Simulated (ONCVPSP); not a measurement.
Pseudopotential generation for indium: ONCV, PBEsol, scalar-relativistic.

| Item | Value |
| --- | --- |
| Element | In |
| Generator | ONCVPSP 4.0.1 |
| Type | optimised norm-conserving Vanderbilt (ONCV) |
| Functional | PBEsol |
| Relativity | scalar-relativistic |
| Frozen core | [Ar] 3d10 |
| Valence charge | 21 |
| Reference configuration | 4s2 4p6 4d10 5s2 5p1 |
| Partial waves | 4s+5s: rc 1.20 bohr, ncon 3, nbas 6, qcut 9.1 1/bohr, 2 projectors; 4p+5p: rc 1.55 bohr, ncon 4, nbas 9, qcut 9.4 1/bohr, 3 projectors, debl 1.7 Ha; 4d: rc 1.10 bohr, ncon 4, nbas 8, qcut 9.6 1/bohr, local |
| Local potential | the d channel |
| Core correction | none |

**Question.** Does the generator finish with these settings?

**Answer.** Yes, a potential is produced and its reference levels are reproduced.

**Question.** Estimate the cutoffs (Ha) at which the residual kinetic energy of the hardest occupied pseudo-wave falls to 1 and 0.1 mHa per electron.

**Answer.** 40 Ha and 50 Ha.

**Question.** Does the potential have ghost states?

**Answer.** No bound ghost flagged; GHOST(+) flagged for s at 459.4 eV.

**Question.** Which valence shell sets the plane-wave cutoff?

**Answer.** 4d: 40 Ha for 1 mHa per electron, against 34 Ha for 4s.

Its largest configuration-test error is -4.4 meV (4s2 4p6 4d10 5s1 5p0). 1 of 4 tests not solved or not reliable.
